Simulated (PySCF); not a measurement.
## Calculated data, AlBFH2

Computed with PySCF 2.14.0. Calculation on a computer-drawn molecule: vertical ionisation energy to the stated ion spin, frozen-core CCSD(T) at the basis limit and cheaper methods, single-reference cases, UHF for radicals, no spin-orbit; all values are single points at the evaluated structure, the first of each entry, which is the reference or a displaced copy of it and isn't optimised; the reference structure only sets the zero of the energies above reference; triples share is (T) over the correlation energy.

Common to all runs: charge 0; multiplicity 2; ion multiplicity 1; diffuse functions no; basis cc-pV(n+d)Z; reference is the Hartree-Fock double-zeta minimum; best is HF at quadruple zeta + MP2 correlation extrapolated from triple and quadruple zeta + CCSD(T) minus MP2 at triple zeta; basis step is the size of the change from the same recipe one zeta lower.

(1) AlBFH2

Evaluated structure:
```xyz
5
AlBFH2
F     -1.4891     0.0490     1.8134
B     -1.3832    -0.4372     0.4701
Al     0.3981     0.1681    -0.6545
H     -2.2598    -1.3971     0.1542
H      0.4373     1.2093    -1.7066
```

Reference structure:
```xyz
5
AlBFH2
F     -1.4950     0.0340     1.7380
B     -1.3129    -0.4743     0.5123
Al     0.4227     0.0998    -0.6545
H     -2.1236    -1.3024     0.1741
H      0.3737     1.2699    -1.7343
```

* ionisation energy best: 7.64 eV
* ionisation energy basis step: 0.04634 eV
* energy above reference best: 10.49 kcal/mol
* energy above reference basis step: 0.3269 kcal/mol
* total energy HF triple zeta: -367.2301 hartree
* total energy CCSD(T) triple zeta: -367.6750 hartree
* total energy best: -367.7453 hartree
* T1 diagnostic at triple zeta: 0.0217
* D1 diagnostic at triple zeta: 0.08115
* spin squared at triple zeta: 0.7871
* ion T1 diagnostic at triple zeta: 0.01907
* ion D1 diagnostic at triple zeta: 0.05416
* triples share at triple zeta: 0.03194
* basis functions triple zeta: 127
* dipole magnitude HF at triple zeta: 1.805 debye
* dipole magnitude CCSD unrelaxed at triple zeta: 1.632 debye
* dipole magnitude PBE at triple zeta: 1.67 debye
* dipole magnitude r2SCAN at triple zeta: 1.75 debye
* dipole magnitude B3LYP at triple zeta: 1.743 debye
* dipole magnitude wB97X at triple zeta: 1.59 debye

Drawn bonds:
```tsv
atom	other atom	order
1	2	1
2	3	1
2	4	1
3	5	1
```

Triple zeta:
```tsv
method	ionisation energy (eV)	energy above reference (kcal/mol)
HF	7.397	12.33
PBE	7.648	9.248
r2SCAN	7.803	10.16
B3LYP	7.711	10.32
wB97X	7.598	10.26
MP2	7.503	10.55
CCSD	7.584	10.76
CCSD(T)	7.586	10.39
```

(2) AlBFH2

Evaluated structure:
```xyz
5
AlBFH2
F     -1.4929     0.1305     1.7972
B     -1.3023    -0.4195     0.6070
Al     0.4302     0.1631    -0.6968
H     -2.0924    -1.4400     0.2902
H      0.4156     1.1586    -1.7168
```

Reference structure:
```xyz
5
AlBFH2
F     -1.4950     0.0340     1.7380
B     -1.3129    -0.4743     0.5123
Al     0.4227     0.0998    -0.6545
H     -2.1236    -1.3024     0.1741
H      0.3737     1.2699    -1.7343
```

* ionisation energy best: 7.397 eV
* ionisation energy basis step: 0.04273 eV
* energy above reference best: 9.559 kcal/mol
* energy above reference basis step: 0.07512 kcal/mol
* total energy HF triple zeta: -367.2347 hartree
* total energy CCSD(T) triple zeta: -367.6766 hartree
* total energy best: -367.7468 hartree
* T1 diagnostic at triple zeta: 0.02011
* D1 diagnostic at triple zeta: 0.0744
* spin squared at triple zeta: 0.7834
* ion T1 diagnostic at triple zeta: 0.01748
* ion D1 diagnostic at triple zeta: 0.04619
* triples share at triple zeta: 0.03095
* basis functions triple zeta: 127
* dipole magnitude HF at triple zeta: 1.211 debye
* dipole magnitude CCSD unrelaxed at triple zeta: 1.065 debye
* dipole magnitude PBE at triple zeta: 1.088 debye
* dipole magnitude r2SCAN at triple zeta: 1.165 debye
* dipole magnitude B3LYP at triple zeta: 1.149 debye
* dipole magnitude wB97X at triple zeta: 1.016 debye

Drawn bonds:
```tsv
atom	other atom	order
1	2	1
2	3	1
2	4	1
3	5	1
```

Triple zeta:
```tsv
method	ionisation energy (eV)	energy above reference (kcal/mol)
HF	7.147	9.427
PBE	7.4	9.354
r2SCAN	7.549	9.334
B3LYP	7.458	9.351
wB97X	7.361	9.412
MP2	7.266	9.409
CCSD	7.342	9.381
CCSD(T)	7.344	9.347
```

(3) AlBFH2

Evaluated structure:
```xyz
5
AlBFH2
F     -1.3603    -0.0091     1.6691
B     -1.4505    -0.5655     0.3829
Al     0.3693     0.0422    -0.6245
H     -2.1844    -1.3600     0.2789
H      0.4027     1.2884    -1.6148
```

Reference structure:
```xyz
5
AlBFH2
F     -1.4950     0.0340     1.7380
B     -1.3129    -0.4743     0.5123
Al     0.4227     0.0998    -0.6545
H     -2.1236    -1.3024     0.1741
H      0.3737     1.2699    -1.7343
```

Drawn bonds:
```tsv
atom	other atom	order
1	2	1
2	3	1
2	4	1
3	5	1
```

**Q.** AlBFH2 (entry 3): dipole magnitude wB97X at triple zeta?
**A.** 1.127 debye

**Q.** Estimate the ionisation energy best of AlBFH2 (entry 3).
**A.** 7.663 eV

**Q.** AlBFH2 (entry 3): dipole magnitude HF at triple zeta?
**A.** 1.413 debye

**Q.** Estimate the total energy best of AlBFH2 (entry 3).
**A.** -367.7496 hartree

Further results for AlBFH2 (entry 3):

- ionisation energy basis step: 0.04588 eV
- energy above reference best: 7.81 kcal/mol
- energy above reference basis step: 0.2163 kcal/mol
- total energy HF triple zeta: -367.2355 hartree
- total energy CCSD(T) triple zeta: -367.6786 hartree
- T1 diagnostic at triple zeta: 0.02169
- D1 diagnostic at triple zeta: 0.08013
- spin squared at triple zeta: 0.7921
- ion T1 diagnostic at triple zeta: 0.01862
- ion D1 diagnostic at triple zeta: 0.0521
- triples share at triple zeta: 0.03133
- basis functions triple zeta: 127
- dipole magnitude CCSD unrelaxed at triple zeta: 1.175 debye
- dipole magnitude PBE at triple zeta: 1.091 debye
- dipole magnitude r2SCAN at triple zeta: 1.169 debye
- dipole magnitude B3LYP at triple zeta: 1.214 debye

Triple zeta:
```tsv
method	ionisation energy (eV)	energy above reference (kcal/mol)
HF	7.433	8.942
PBE	7.688	7.835
r2SCAN	7.844	7.916
B3LYP	7.749	7.604
wB97X	7.637	7.875
MP2	7.534	7.905
CCSD	7.609	8.246
CCSD(T)	7.611	8.083
```
